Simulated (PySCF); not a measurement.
C₄H₁₅GeNSi, SMILES CN(C)[SiH2]C[CH2][GeH3] (GFN2-xTB optimised geometry):

```
22

Si     0.505     0.804     0.000
N      2.225     0.804     0.000
C      3.021     1.021    -1.182
C      2.919     1.220     1.191
C     -0.103    -0.130    -1.533
C     -1.623    -0.142    -1.638
Ge    -2.546    -1.008    -0.129
H      0.154     0.098     1.238
H     -0.136     2.140     0.000
H      3.256     2.083    -1.325
H      2.492     0.661    -2.059
H      3.965     0.475    -1.095
H      2.321     0.980     2.065
H      3.116     2.299     1.192
H      3.878     0.699     1.264
H      0.299     0.313    -2.447
H      0.262    -1.158    -1.498
H     -1.994     0.882    -1.723
H     -1.926    -0.657    -2.555
H     -2.608    -0.153     1.094
H     -3.965    -1.330    -0.495
H     -1.900    -2.299     0.261
```

Method: CAM-B3LYP/def2-SVP run with PySCF 2.14.0.

Question: What are the frontier orbital energies and the dipole moment?

Answer: HOMO-2 -10.01 eV, HOMO-1 -9.41 eV, HOMO -7.54 eV, LUMO 1.94 eV, LUMO+1 2.49 eV; dipole moment 1.52 D.

On the same geometry PySCF 2.14.0 with PBE/def2-SVP gives HOMO-2 -7.36 eV, HOMO-1 -6.82 eV, HOMO -4.85 eV, LUMO 0.05 eV, LUMO+1 0.68 eV; dipole moment 1.56 D.

Meta-Löwdin charges at CAM-B3LYP/def2-SVP: Si1 0.76, N2 -0.43, C3 -0.18, C4 -0.18, C5 -0.40, C6 -0.34, Ge7 0.37, H8 -0.13, H9 -0.16, H10 0.07, H11 0.10, H12 0.09, H13 0.10, H14 0.07, H15 0.09, H16 0.10, H17 0.10, H18 0.10, H19 0.10, H20 -0.07, H21 -0.08, H22 -0.08.
